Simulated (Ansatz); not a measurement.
```yaml
crystal:
  periodic: [false, false, false]
  atoms:
    - {symbol: O, position_ang: [0.207578, 0.830009, -0.546671]}
    - {symbol: B, position_ang: [-0.209239, -0.113262, 0.071503]}
    - {symbol: Br, position_ang: [0.465096, -1.793902, 1.043222]}
    - {symbol: H, position_ang: [-0.418536, 1.363555, -0.772210]}
basis:
  gaussian: {orbitals: def2-mTZVPP}
magnetization: {spin_polarized: true, initial_magnetization: 1}
hamiltonian: {xc: {name: rPW86-PBE}, dispersion: rvv10}
multiplicity: 3
```

```sh
$ ansatz run in.yaml --threads 2 --pin off --events-out ev --progress --plain --max-ram 22528MiB --backend cpu
```

**Question.** How does Ansatz answer? (Best estimate.)

**Answer.** Computed: The program refused the input.
```
Error: YAML parse error: error: line 12 column 1: unknown field `multiplicity`, expected one of crystal, accuracy, basis, kpoints, hamiltonian, magnetization, projection, total_charge, correlation, batch, efield, external_charges, scf, relax, neb, saddle, md, ramp, phonons, dielectric, real_time, elastic, magnetic_configurations, gw, evaluate, workflow, output, checkpoint, execution
10 | magnetization: {spin_polarized: true, initial_magnetization: 1}
11 | hamiltonian: {xc: {name: rPW86-PBE}, dispersion: rvv10}
12 | multiplicity: 3
```
